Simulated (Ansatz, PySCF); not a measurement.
Gas-phase reaction (SMILES): C[Si](O)(O)O + [H][H] (H2) → O[SiH](O)O [trihydroxysilane] + C (CH4); hydrogen cleaves one Si-C bond, a model of a ligand-exchange step.

Geometries: B3LYP-D3(BJ)/def2-TZVP minima from Ansatz (a quantum-chemistry and plane-wave program), one conformer each, not searched for the lowest. Correlated levels leave the core frozen unless marked. Spin-orbit coupling is left out. No relativistic terms. CBS marks a two-point X^-3 extrapolation of the correlation energy; Hartree-Fock from the larger set. Thermal terms are rigid-rotor harmonic-oscillator values from B3LYP-D3(BJ) frequencies (Ansatz or PySCF) at 298.15 K and 1 atm. 1 Eh = 627.5095 kcal/mol.

```csv
species,"E, CCSD(T)/CBS(cc-pV(T+d)Z,cc-pV(Q+d)Z) (Ansatz) (Eh)","E, B3LYP-D3(BJ)/def2-TZVPD (Ansatz + dftd3) (Eh)",H - E (Eh)
C[Si](O)(O)O,-556.43630,-557.22999,0.08835
[H][H] (H2),-1.17450,-1.17983,0.01336
O[SiH](O)O,-517.15896,-517.87771,0.05830
C (CH4),-40.45816,-40.53958,0.04840
```

Work out ΔE and ΔH at 298.15 K at the first level, then ΔH at the second.


1. ΔE = [(-517.15896) + (-40.45816)] - [(-556.43630) + (-1.17450)] = -0.00632 Eh = -4.0 kcal/mol at CCSD(T)/CBS(cc-pV(T+d)Z,cc-pV(Q+d)Z).
2. The terms H - E add up to 0.00499 Eh, so ΔH = (-0.00632 + (0.00499))×627.5095 = -0.8 kcal/mol.
3. At B3LYP-D3(BJ)/def2-TZVPD the same steps give ΔE = -4.7 and ΔH = -1.6 kcal/mol, a shift of -0.8 from the first level.
4. These values are not checked against measurement here, since the tables used lack a sound gas-phase enthalpy of formation for at least one species.
